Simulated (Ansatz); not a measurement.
System: GeH₂I, charge 0, doublet. GeH2I (SMILES [GeH2][I], doublet).
B3LYP-D3(BJ)/def2-TZVP minimum from Ansatz (a program for electronic structure):
```
Ge
H 1 1.5520
H 1 1.5520 2 110.23
I 1 2.5398 2 107.26 3 116.46
```
Charge 0, spin multiplicity 2.

Quantity: atomisation energy (electronic, to ground-state atoms), in kcal/mol. UHF or UKS for unpaired electrons; spin-orbit terms are left out. Cores are frozen in correlated methods (noble-gas shells, and filled d and f shells in the p block). Past Kr the def2 sets carry scalar-relativistic core potentials. CBS(X,Y): correlation extrapolated as X^-3, Hartree-Fock from the larger set. A bracket is a step between two methods taken in the basis named. For partners of very few electrons the exact lower level stands in for a higher one. Spin-orbit terms, left out, reach several kcal/mol for Br and I, and more for heavier atoms.

CCSD(T)/CBS(def2-TZVPP,def2-QZVPP) + [CCSDT(Q) - CCSD(T)]/def2-TZVPP (Ansatz) gives 195.2 kcal/mol.

### Question
What does PBE/def2-TZVPD (Ansatz) give here, and how do the other levels compare?

### Answer
PBE gives 194.9 kcal/mol, 0.3 kcal/mol below it. Differences of the others: r2SCAN/def2-TZVPD (Ansatz) 3.8; B3LYP/def2-TZVPD (Ansatz) -3.8; PBE0/def2-TZVPD (Ansatz) -2.0; CCSD(T)/CBS(def2-TZVPP,def2-QZVPP) (Ansatz) -0.2 kcal/mol.
